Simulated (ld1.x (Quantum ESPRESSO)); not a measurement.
# Configuration tests for W (RRKJ)

tungsten, norm-conserving RRKJ (Kleinman–Bylander form), made with ld1.x (Quantum ESPRESSO) 7.5 (PBE, scalar-relativistic). Core [Kr] 4d10, reference 4f13.5 5s2 5p6 5d4.5 6s2 6p0. Waves: 5s (bound): rc 1.38 bohr; 5p (bound): rc 1.50 bohr; 5d (bound): rc 1.95 bohr; 4f (bound): rc 1.15 bohr. Local part: all-electron potential smoothed inside 1.40 bohr (lloc = -1). Core correction: none. rho0 = 0.01.

Occupied shells without a wave of their own: 6s. They enter only through the test configuration that unscreens the potential.

Energies are relative to the spin-unpolarised reference configuration 4f13.5 5s2 5p6 5d4.5 6s2 6p0; without spin polarisation the order of configurations can differ from experiment. Not all tests gave a result: 2 of 7 tests not solved or not reliable. Left out of the table: 4f14 5s2 5p6 5d4 6s2 6p0 (solver errors, printed error -9416 eV); 4f14 5s2 5p6 5d5 6s1 6p0 (solver errors, printed error -9415 eV).

Question: Give the all-electron excitation energy and the error of the potential for: 4f14 5s2 5p6 5d4 6s1 6p0; 4f14 5s2 5p6 5d4 6s0 6p0; 4f14 5s2 5p5 5d4 6s2 6p0; 4f13 5s2 5p6 5d5 6s1 6p0; 4f14 5s2 5p6 5d3 6s2 6p1.

Answer:

```tsv
valence configuration	charge	ΔE all-electron (eV)	error AE − PS (meV)
4f14 5s2 5p6 5d4 6s1 6p0	+1	-6.484	-64
4f14 5s2 5p6 5d4 6s0 6p0	+2	9.195	-225
4f14 5s2 5p5 5d4 6s2 6p0	+1	33.574	+17
4f13 5s2 5p6 5d5 6s1 6p0	+1	26.448	-57
4f14 5s2 5p6 5d3 6s2 6p1	0	-11.350	+32
```

Levels in the configuration 4f13 5s2 5p6 5d5 6s1 6p0:

```json
{"level": "4f", "all-electron (eV)": "-49.873", "pseudo (eV)": "-49.586"}
{"level": "5s", "all-electron (eV)": "-90.763", "pseudo (eV)": "-90.949"}
{"level": "5p", "all-electron (eV)": "-53.872", "pseudo (eV)": "-53.965"}
{"level": "5d", "all-electron (eV)": "-13.009", "pseudo (eV)": "-13.027"}
{"level": "6s", "all-electron (eV)": "-12.489", "pseudo (eV)": "-12.703"}
```

The 6s level has no wave, so the channel is fitted at the deeper level alone: the likely source of the large errors.
